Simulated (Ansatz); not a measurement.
Isomers of CH₅FSeSi₂, relaxed with PBE0-D4/def2-TZVP in Ansatz; electronic energies, one conformer each and not always the lowest. Functionals use def2-TZVPP; CBS adds triple-zeta CCSD(T) − MP2 to the MP2 limit of def2-TZVPP and def2-QZVPP.

Outer-core shells of Se are correlated without core-valence functions. Scalar relativity is left out up to krypton. Spin–orbit coupling is left out.

Q: Order them by energy at frozen-core CCSD(T)/CBS, lowest first. (Estimate.)
A. `F[Si@H]1C[Si@@H]1[SeH]`
B. `F[SiH]1C[SiH2][Se]1`
C. `FC[SiH]1[SiH2][Se]1`

A: B (0.0 kJ/mol), A (221.2 kJ/mol), C (313.8 kJ/mol).

Q: How do PBE-D4, B2PLYP, r2SCAN-D4, MP2/CBS(def2) place them (kJ/mol, against `F[SiH]1C[SiH2][Se]1`)? (An estimate is asked.)

A: Ansatz gave: 
| isomer | PBE-D4 | B2PLYP | r2SCAN-D4 | MP2/CBS(def2) |
| --- | --- | --- | --- | --- |
| `FC[SiH]1[SiH2][Se]1` | 278.9 | 306.4 | 300.5 | 331.0 |
| `F[Si@H]1C[Si@@H]1[SeH]` | 197.7 | 214.2 | 209.3 | 233.5 |
